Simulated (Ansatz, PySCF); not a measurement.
CH₃Te, SMILES C[Te], multiplicity 2. Atoms are numbered in the order given.

```xyz
5

C     -0.0148    -0.0086    -1.8308
Te     0.0143     0.0082     0.3298
H      0.8859     0.5115    -2.1560
H      0.0060    -1.0327    -2.1911
H     -0.8914     0.5216    -2.1911
```
Charge 0, spin multiplicity 2.

Geometry optimised at B3LYP-D3(BJ)/def2-TZVP. The isomer is the one that the SMILES or the coordinates give; other isomers of the formula were not compared. The def2 effective core potentials stand for the cores of Te; spin–orbit coupling is left out.

Two levels are set side by side: PBE-D3(BJ)/def2-TZVP (Ansatz, an electronic-structure program) and B3LYP-D3(BJ)/def2-TZVP (Ansatz). Each level has its own optimised geometry; the coordinates shown are those of the second. Frequencies come from the Hessian of PySCF at each geometry. Differences are taken from unrounded values.

```csv
quantity,B3LYP-D3(BJ)
mean bond length (Å),1.356
bond C1–Te2 (Å),2.161
bond C1–H3 (Å),1.090
bond C1–H4 (Å),1.086
bond C1–H5 (Å),1.086
highest harmonic wavenumber (cm⁻¹),3142
mean harmonic wavenumber (cm⁻¹),1686
zero-point energy (kcal/mol),21.69
```

### Question
What does PBE-D3(BJ) give, and how far is it from B3LYP-D3(BJ)? (Estimate from the structure and the level; the computed values follow.)

### Answer

```
quantity                            PBE-D3(BJ)  PBE-D3(BJ) minus B3LYP-D3(BJ)
----------------------------------  ----------  -----------------------------
mean bond length (Å)                     1.361                          0.006
bond C1–Te2 (Å)                          2.157                         -0.003
bond C1–H3 (Å)                           1.099                          0.009
bond C1–H4 (Å)                           1.094                          0.008
bond C1–H5 (Å)                           1.094                          0.008
highest harmonic wavenumber (cm⁻¹)        3088                            -55
mean harmonic wavenumber (cm⁻¹)           1638                            -48
zero-point energy (kcal/mol)             21.07                          -0.62
```

GGA bonds tend to be longer and softer than those of functionals with exact exchange. Differences between two approximate levels are no errors against the true value.
